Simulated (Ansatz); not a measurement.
Reaction (formal exchange of groups at the Si–C bond): `C/C=C(\F)[SiH3]` + `FCOCF` → `FCOC(F)[SiH3]` + `C/C=C\F`

Computed with Ansatz on PBE0-D4/def2-TZVP structures; ΔE is electronic, products minus reactants. CBS: MP2 limit from def2 TZ/QZ plus the TZ coupled-cluster correction, frozen cores. Double bonds are as drawn, so ΔE can hold a change between cis and trans. Functionals use def2-TZVPP. B3LYP here is the variant with VWN-RPA as its local correlation; programs differ in this. One conformer a species, not always the lowest.

`C/C=C(\F)[SiH3]`:

```xyz
12

C     0.967    1.774    0.579
C     0.577    0.511   -0.104
C    -0.462   -0.255    0.208
F    -1.270    0.110    1.239
Si   -0.964   -1.844   -0.638
H     0.291    2.012    1.399
H     0.964    2.610   -0.127
H     1.984    1.700    0.976
H     1.186    0.170   -0.935
H     0.011   -2.096   -1.730
H    -0.949   -2.971    0.330
H    -2.335   -1.720   -1.196
```

`FCOCF`:

```xyz
9

F     0.944    1.291    1.052
C     1.060    0.482   -0.054
O     0.382   -0.705    0.145
C    -0.994   -0.603    0.079
F    -1.401   -0.447   -1.226
H     0.665    1.039   -0.908
H     2.112    0.229   -0.185
H    -1.367    0.257    0.642
H    -1.401   -1.542    0.454
```

`FCOC(F)[SiH3]`:

Z-matrix (Å, degrees):
```
C
O 1 1.383
F 1 1.374 2 110.3
H 1 1.090 2 106.9 3 -117.7
H 1 1.094 2 111.7 3 119.4
C 2 1.389 1 115.0 3 -73.6
F 6 1.392 2 109.3 1 -74.1
Si 6 1.911 2 108.5 1 166.5
H 6 1.097 2 110.6 1 42.0
H 8 1.482 6 108.6 2 56.5
H 8 1.484 6 108.0 2 176.6
H 8 1.484 6 108.4 2 -64.1
```

`C/C=C\F`:

Cartesian coordinates in Å:
```
C 1.118 0.228 0.062
C -0.281 0.205 -0.445
C -1.302 -0.394 0.138
F -1.178 -1.071 1.290
H 1.804 -0.211 -0.667
H 1.453 1.255 0.235
H 1.212 -0.324 0.997
H -0.507 0.720 -1.374
H -2.319 -0.408 -0.236
```

(1) Is it downhill or uphill in electronic energy at CCSD(T)/CBS, and by how much? (An estimate is asked.)

(2) What do these levels give: B3LYP-D4, ωB97M-V, PBE, PBE0, B3LYP, HF/CBS(def2)? (An estimate is asked.)

Largest T1 diagnostic among the species: 0.012.

## Answers

(1) The calculation gave: Uphill: ΔE = +6.2 kcal/mol.

(2) Computed: B3LYP-D4 6.0, ωB97M-V 5.8, PBE 5.8, PBE0 6.3, B3LYP 5.9, HF/CBS(def2) 6.9 kcal/mol.
